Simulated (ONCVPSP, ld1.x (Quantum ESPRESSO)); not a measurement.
Pseudopotentials across the periodic table

Generated with ld1.x 7.5 (TM, RRKJ, ultrasoft, PAW), atompaw 4.2 or ONCVPSP 4.0.1. The cutoff is in Ry: for ld1.x and atompaw files where the sum of valence levels is converged to 10 mRy in a Bessel basis, for ONCV files where the hardest occupied wave has 1 mHa per electron of residual kinetic energy. The error is the largest all-electron minus pseudo excitation energy over each file’s own four to seven test configurations (ionisations up to +4, promotions, holes and added fractions of an electron), all of which were solved. The labels leave out finer settings (local radius, basis sizes, second energies), which also bear on the numbers. Spin-polarised tests are not counted. The rows are a selection from randomly drawn settings: files with unsolved tests, undetermined cutoffs or missed reference levels are left out.

A true bound ghost makes a file unfit for plane-wave use even where its test errors are small: the radial tests pick states by their node count and pass the ghost by.

| element | potential | cutoff (Ry) | largest error (meV) | bound ghosts |
| --- | --- | --- | --- | --- |
| Li | ONCV, PBE, scalar-relativistic, rc 1.25/1.05/1.05 (spd), local p, core correction no, reference 1s2 2s1, qcut 9.4/6.4/7.7, projectors 2/0/3 | 66 | +1200 | none |
| Ne | ONCV, PBE, scalar-relativistic, rc 0.70/1.50 (sp), local smoothed, core correction yes, reference 2s2 2p6, qcut 8.2/10, projectors 2/2 | 595 | +1309 | none |
| Zn | PAW, PBEsol, scalar-relativistic, rc 1.10/1.10/1.45 (spd), local smoothed, core correction yes, reference 3s2 3p6 3d10 4s1.5 4p0 | 90 | +70 | none |
| Rh | ONCV, PBEsol, fully relativistic, rc 1.50/1.46/1.74 (spd), local smoothed, core correction yes, reference 4s2 4p6 4d8 5s1, qcut 8.4/6.7/7.5, projectors 2/2/1 | 51 | -67 | none |
| Ta | ONCV, PBEsol, scalar-relativistic, rc 1.90/1.90/1.90 (spd), local smoothed, core correction no, reference 5s2 5p6 5d3 6s1.5 6p0.5, qcut 7.9/5.9/4.5, projectors 3/2/2 | 38 | -367 | none |
| Ir | ONCV, PBE, scalar-relativistic, rc 1.45/1.55/2.00/0.50 (spdf), local smoothed, core correction yes, reference 4f14 5s2 5p6 5d7.5 6s1.5, qcut 8.4/8.7/6.4/24.3, projectors 3/2/2/3 | 2062 | -683 | s, p, d, f |

Task: Fill in the row for Cr: ONCV, PW91, fully relativistic, rc 1.30/1.15/2.15 (spd), local smoothed, core correction no, reference 3s2 3p6 3d5 4s0.5, qcut 8.2/14.2/7.9, projectors 2/2/1.

Result: cutoff 91 Ry, largest error +4.0 meV, bound ghosts: none.

Task: Fill in the row for Ag: ONCV, PBEsol, fully relativistic, rc 1.20/1.15/1.15 (spd), local smoothed, core correction yes, reference 4s2 4p6 4d10 5s1, qcut 10.3/8.4/7.8, projectors 2/2/2.

Result: cutoff 80 Ry, largest error -23 meV, bound ghosts: none.

Task: Fill in the row for F: ultrasoft, PBE, scalar-relativistic, rc 0.60/0.90 (sp), local smoothed, core correction yes, reference 2s2 2p3.

Result: cutoff 100 Ry, largest error +153 meV, bound ghosts: none.
